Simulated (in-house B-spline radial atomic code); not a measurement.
**Ionising the iridium ion Ir⁷⁺ with different functionals**

Computed with a radial B-spline atomic code at the basis-set limit: four-component Dirac-Coulomb Hamiltonian, Fermi nucleus of rms radius 5.4032 fm, spin-restricted, spherical fractional occupations for the functionals. The ionisation energy is the difference of two self-consistent energies, [Xe] 4f14 5d2 → [Xe] 4f14 5d1, without Breit or QED terms; ε is the level of the shell that loses the electron (mean over j). The electron is taken from both j subshells in proportion to 2j + 1, so the result is a j average, not the step between ground levels.

Hybrids are left out here: with spherical fractional occupations of an open shell their exact exchange keeps a self-interaction that integer-occupation calculations don't have.

```
           method  rung  ΔSCF (eV)  -ε(5d) (eV)
         LDA VWN5   LDA     104.84        96.55
 relativistic LDA   LDA     104.84        96.56
         LDA PW92   LDA     104.83        96.55
LDA exchange-only   LDA     103.06        94.79
              PBE   GGA     104.45        96.18
           PBEsol   GGA     104.49        96.21
             BLYP   GGA     104.37        96.08
             RPBE   GGA     104.37        96.09
             PW91   GGA     104.57        96.29
             BP86   GGA     104.53        96.26
             AM05   GGA     104.51        96.24
             OLYP   GGA     104.71        96.41
```

**Question.** How do they compare with the NIST value?

**Answer.** NIST lists 105 eV ± 2.1 (tabulated theory, ground level to ground level). Errors run from -1.94 to -0.16 eV; all lie within about twice that uncertainty, so the table can't rank the methods.
